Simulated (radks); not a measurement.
Task: These are the eigenvalues of the occupied orbitals of an atom or ion with whole-number occupations (hartree). All-electron calculation, Dirac Kohn-Sham, PBE, spin-unpolarised, spherical densities, finite nucleus; Fermi nuclear charge, rms radius of each element as measured or else 0.836 A^(1/3) + 0.57 fm. Program: a radial shooting solver on a logarithmic mesh with Libxc functionals.

| orbital | eigenvalue |
|---|---|
| 1s1/2 | -1168.211 |
| 2s1/2 | -223.5298 |
| 2p1/2 | -213.0495 |
| 2p3/2 | -203.6790 |
| 3s1/2 | -79.39176 |
| 3p1/2 | -75.41190 |
| 3p3/2 | -73.29286 |
| 3d3/2 | -67.03428 |

Which element is it, and in what charge state? The configuration may be excited. Open shells, if any, fill j = l - 1/2 first.

Result: Z = 51, antimony, charge +31: Sb31+ in [Ar] 3d2. The list shows which subshells hold electrons but not how many an open one holds; the 1s level, -1168.2 hartree, gives Z - s = 48.3 by -(Z - s)^2/2, which with screening and relativity narrows Z to a few neighbours, and the depths of the outer levels then fix element, charge and occupations together.
